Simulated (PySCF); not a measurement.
# Electron correlation in Ar⁺ (argon, charge +1)

[Ne] 3s2 3p5, 2P determinant. Calculation: PySCF 2.14, in cc-pV(D+d)Z (4s3p2d, 23 functions); the non-relativistic Hamiltonian (point nucleus). Frozen: [Ne]; 7 electrons correlated.

MP2 pair energies summed by pair of shells (mhartree):

```json
{"pair": "3p-3p", "energy": "-79.80", "share (%)": "68.4"}
{"pair": "3s-3p", "energy": "-30.06", "share (%)": "25.7"}
{"pair": "3s-3s", "energy": "-6.88", "share (%)": "5.9"}
```

Total MP2 correlation energy: -116.74 mhartree.

Same-spin part -29.56 and opposite-spin part -87.18 mhartree; SCS-MP2 scales them by 1/3 and 6/5 to -114.47 mhartree.

```json
{"level": "CCSD", "correlation energy (mhartree)": "-136.02"}
{"level": "(T)", "correlation energy (mhartree)": "-1.43"}
{"level": "CCSD(T)", "correlation energy (mhartree)": "-137.45"}
```

Diagnostics: T1 = 0.0050, D1 = 0.0183, largest double amplitude 0.053.

Cost of the coupled-cluster step: 0.13 s of wall time on 1 thread of Neoverse-V1 (shared host), for 7 correlated electrons.

Iterations:

```
CC2 = 0
CCSD nocc = (np.int64(4), np.int64(3)), nmo = (18, 18)
frozen orbitals [[0, 1, 2, 3, 4], [0, 1, 2, 3, 4]]
max_cycle = 100
direct = 0
conv_tol = 1e-08
conv_tol_normt = 1e-06
diis_space = 8
diis_start_cycle = 0
Init t2, MP2 energy = -0.116740549707111
Init E_corr(UCCSD) = -0.116740549716794
cycle = 1  E_corr(UCCSD) = -0.132043115289186  dE = -0.0153025656  norm(t1,t2) = 0.0318026
cycle = 2  E_corr(UCCSD) = -0.134828863639469  dE = -0.00278574835  norm(t1,t2) = 0.00998399
cycle = 3  E_corr(UCCSD) = -0.136045907222409  dE = -0.00121704358  norm(t1,t2) = 0.00384432
cycle = 4  E_corr(UCCSD) = -0.136018816944873  dE = 2.70902775e-05  norm(t1,t2) = 0.000329653
cycle = 5  E_corr(UCCSD) = -0.136021248701115  dE = -2.43175624e-06  norm(t1,t2) = 6.37559e-05
cycle = 6  E_corr(UCCSD) = -0.136021046162601  dE = 2.02538514e-07  norm(t1,t2) = 1.04691e-05
cycle = 7  E_corr(UCCSD) = -0.136021097318061  dE = -5.11554599e-08  norm(t1,t2) = 2.01428e-06
cycle = 8  E_corr(UCCSD) = -0.136021079292246  dE = 1.8025815e-08  norm(t1,t2) = 3.53528e-07
cycle = 9  E_corr(UCCSD) = -0.136021081510501  dE = -2.21825511e-09  norm(t1,t2) = 5.74603e-08
UCCSD converged
E(UCCSD) = -526.3967708795369  E_corr = -0.1360210815105007
UCCSD(T) correction = -0.00143302339131911
```
